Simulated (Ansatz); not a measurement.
# A relaxation, step by step

C2H8Zn, singlet, PBE0-D4/def2-TZVP (Ansatz 0.2.0). Settings:

```yaml
hamiltonian: {xc: pbe0, dispersion: d4}
relax: {f_tol: 0.005, max_steps: 200}
```

Start, a step off a saddle point along its unstable mode:

```
11
angstrom
Zn 0.0642 0.6165 -0.2051
H -0.3190 0.9987 -1.7685
C 0.7066 1.3211 1.4923
H -0.4984 -0.4074 -1.4120
C -0.5601 -1.4646 -0.8962
H 0.0284 2.1249 1.7870
H 1.6850 1.7704 1.3083
H 0.7890 0.6076 2.3058
H -1.3262 -1.6875 -0.1345
H 0.3499 -2.0274 -0.6280
H -0.9196 -1.8523 -1.8495
```

| step | energy less the last (meV) | largest force component (eV/Å) |
| --- | --- | --- |
| 1 | 1473.0 | 1.627 |
| 2 | 990.8 | 1.644 |
| 3 | 500.4 | 1.466 |
| 4 | 243.6 | 0.537 |
| 5 | 117.2 | 0.331 |
| 6 | 50.7 | 0.285 |
| 7 | 15.7 | 0.173 |
| 8 (rejected trial) | 24.4 | 0.237 |
| 9 | 10.9 | 0.049 |
| 10 | 8.2 | 0.123 |
| 11 | 6.4 | 0.132 |
| 12 | 4.0 | 0.122 |
| 13 | 1.8 | 0.175 |
| 14 | 0.6 | 0.079 |
| 15 (rejected trial) | 1.1 | 0.228 |
| 16 | 0.2 | 0.010 |
| 17 | 0.0 | 0.015 |
| 18 | 0.0 | 0.004 |

Step 9, positions (Å) and forces (eV/Å):

| atom | x | y | z | Fx | Fy | Fz |
| --- | --- | --- | --- | --- | --- | --- |
| Zn1 | 0.234 | 1.651 | -0.339 | 0.011 | -0.005 | 0.037 |
| H2 | -0.173 | 1.798 | -1.823 | 0.004 | -0.006 | 0.018 |
| C3 | 0.756 | 1.510 | 1.530 | -0.011 | 0.015 | -0.049 |
| H4 | -0.654 | -0.944 | -1.572 | 0.001 | -0.019 | 0.016 |
| C5 | -0.680 | -1.883 | -1.016 | -0.011 | -0.009 | -0.033 |
| H6 | 0.142 | 2.166 | 2.152 | -0.004 | -0.006 | 0.006 |
| H7 | 1.800 | 1.809 | 1.663 | 0.004 | -0.007 | 0.003 |
| H8 | 0.648 | 0.490 | 1.906 | -0.007 | -0.002 | -0.021 |
| H9 | -1.357 | -1.792 | -0.166 | 0.005 | 0.013 | 0.000 |
| H10 | 0.320 | -2.131 | -0.659 | 0.000 | 0.014 | 0.001 |
| H11 | -1.034 | -2.675 | -1.676 | 0.009 | 0.012 | 0.022 |

Step 13, positions (Å) and forces (eV/Å):

```
atom       x       y       z      Fx      Fy      Fz
 Zn1   0.205   1.627  -0.422   0.000   0.002  -0.001
  H2  -0.176   1.893  -1.898   0.008  -0.002   0.028
  C3   0.691   1.325   1.435  -0.006  -0.027  -0.001
  H4  -0.694  -0.963  -1.694   0.013  -0.135   0.135
  C5  -0.617  -1.725  -0.909  -0.035  -0.025  -0.108
  H6   0.081   1.935   2.107   0.004  -0.011  -0.010
  H7   1.739   1.580   1.615  -0.012  -0.008  -0.005
  H8   0.548   0.275   1.712   0.006   0.046  -0.013
  H9  -1.262  -1.458  -0.069   0.024  -0.016  -0.062
 H10   0.416  -1.796  -0.561  -0.058   0.001  -0.038
 H11  -0.931  -2.692  -1.316   0.057   0.175   0.075
```

Step 14, positions (Å) and forces (eV/Å):

```tsv
atom	x	y	z	Fx	Fy	Fz
Zn1	0.208	1.635	-0.415	-0.002	0.000	-0.007
H2	-0.172	1.904	-1.889	0.002	0.001	0.008
C3	0.693	1.328	1.440	-0.002	-0.015	0.006
H4	-0.708	-0.994	-1.719	0.010	-0.058	0.073
C5	-0.620	-1.730	-0.916	-0.020	-0.011	-0.061
H6	0.083	1.937	2.112	0.002	-0.005	-0.004
H7	1.742	1.581	1.620	-0.005	-0.003	-0.002
H8	0.549	0.279	1.714	0.002	0.019	-0.006
H9	-1.263	-1.446	-0.082	0.011	-0.007	-0.028
H10	0.414	-1.784	-0.573	-0.027	0.000	-0.017
H11	-0.927	-2.708	-1.293	0.027	0.079	0.038
```

Last step (18):

Zn1  (0.204, 1.640, -0.433)
H2  (-0.170, 1.936, -1.902)
C3  (0.681, 1.297, 1.419)
H4  (-0.703, -0.991, -1.708)
C5  (-0.609, -1.709, -0.892)
H6  (0.072, 1.898, 2.100)
H7  (1.730, 1.540, 1.606)
H8  (0.529, 0.245, 1.673)
H9  (-1.251, -1.412, -0.063)
H10  (0.427, -1.749, -0.553)
H11  (-0.910, -2.694, -1.246)
(Å)

Hardware: 8 CPU threads of an Intel Xeon 6975P-C, shared host. Wall time about 13 s.
